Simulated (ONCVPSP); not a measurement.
Co (Z = 27): variants of one ONCV potential

Base potential:

```
Element                 : Co
Generator               : ONCVPSP 4.0.1
Type                    : optimised norm-conserving Vanderbilt (ONCV)
Functional              : PBEsol
Relativity              : scalar-relativistic
Frozen core             : [Ar]
Valence charge          : 9
Reference configuration : 3d7 4s1 4p1
Partial waves           : 4s: rc 1.95 bohr, ncon 4, nbas 7, qcut 3.2 1/bohr, 2 projectors, debl 2.2 Ha; 4p: rc 2.30 bohr, ncon 4, nbas 8, qcut 4.2 1/bohr, 2 projectors, debl 3.3 Ha; 3d: rc 1.15 bohr, ncon 4, nbas 9, qcut 11.9 1/bohr, 2 projectors, debl 1.6 Ha
Local potential         : polynomial inside 1.00 bohr (lpopt 5, dvloc0 0 Ha)
Core correction         : none
```

Cutoffs, loose and tight: the cutoffs (Ha) at which the residual kinetic energy of the hardest occupied pseudo-wave falls to 1 and 0.1 mHa per electron. They do not see the model core or the augmentation charge, which bear on the density cutoff. Test errors are all-electron minus pseudo excitation energies from the reference, over the configurations 3d7 4s2 4p0; 3d7 4s1 4p0; 3d7 4s0 4p0; 3d8 4s0 4p0. A dash means not determined; rows that change the core or the reference have their own tests.

A true bound ghost makes a file unfit for plane-wave use even where its test errors are small: the radial tests pick states by their node count and pass the ghost by.

| change | outcome | cutoff, loose | cutoff, tight | bound ghosts | GHOST(+) flags above zero | largest test error (meV) |
| --- | --- | --- | --- | --- | --- | --- |
| base | generated | 62 Ha | 71 Ha | s | p | -154 |
| p: qcut 2.7 | generated | 62 Ha | 71 Ha | s | p | -150 |
| p: qcut 3.4 | generated | 62 Ha | 71 Ha | s | p | -152 |
| p: qcut 4 | generated | 62 Ha | 71 Ha | s | p | -154 |
| p: qcut 4.3 | generated | 62 Ha | 71 Ha | s | p | -154 |
| p: qcut 5.2 | generated | 62 Ha | 71 Ha | s | p | -153 |
| p: qcut 5.4 | generated | 62 Ha | 71 Ha | s | p | -153 |
| p: qcut 6.2 | generated | 62 Ha | 71 Ha | s | p | -152 |

Reading the sweep of the qcut of the p channel (base included, trends over the rows without a ghost): Bound ghosts are found at 2.7, 3.4, 4, 4.2, 4.3, 5.2, 5.4, 6.2 1/bohr. Every judged row has one, so this setting neither creates nor removes them.
